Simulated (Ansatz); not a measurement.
Input file for Ansatz (an electronic-structure program): R-BLYP/def2-TZVPPD on HI (SMILES I). Elements past Kr take the def2 small-core potentials; no spin–orbit coupling. Files ending in .json are basis or fitting sets from the Basis Set Exchange.

Ansatz 0.2 input:
```yaml
crystal:
  periodic: [false, false, false]
  atoms:
    - {symbol: I, position_ang: [0.03497907, -0.07585997, 4.39688129]}
    - {symbol: H, position_ang: [0.12921082, 0.02757521, 2.78099127]}
basis:
  gaussian:
    orbitals: def2-TZVPPD.json
hamiltonian:
  xc: {name: BLYP}
scf: {lower_state_search: off}
```

Output:

```
WARN ansatz: RAYON_NUM_THREADS=1 ignored (pool sized by the plan → 1); use --threads N
Functional definition: BLYP
these checks for a lower state are left out or cut short: stability, starts, cluster_reference, orbital_swaps, neighbouring_geometries, increment
integrals: 0.01 GiB planned
473 factors; their error is unknown
mean field: 0.14 GiB planned
mean field evaluation 1: about -8115.6443 eV, gradient 7.9e0 eV
mean field evaluation 2: about -8115.5557 eV, gradient 1.2e1 eV
mean field evaluation 4: about -8115.8470 eV, gradient 7.1e-1 eV
mean field evaluation 8: about -8115.8354 eV, gradient 1.1e-2 eV
mean field evaluation 16: about -8115.8354 eV, gradient 1.6e-6 eV
mean field -8115.83543451 eV, -298.2514511076 hartree, gradient 1.6e-6 eV, S^2 0.000000; 0 other end points of the search recorded, 0 dependent functions left out
reference -8115.83568184 eV, -298.2514601967 hartree; 13, 13 occupied and 63, 63 virtual orbitals, 473 factors
Total energy: -8115.83568184 eV, -298.2514601967 hartree
Checks for a lower state left out: stability, starts, cluster_reference, orbital_swaps, neighbouring_geometries, increment
```

The run converged.

Cost: around 0.7 core-seconds (rough).
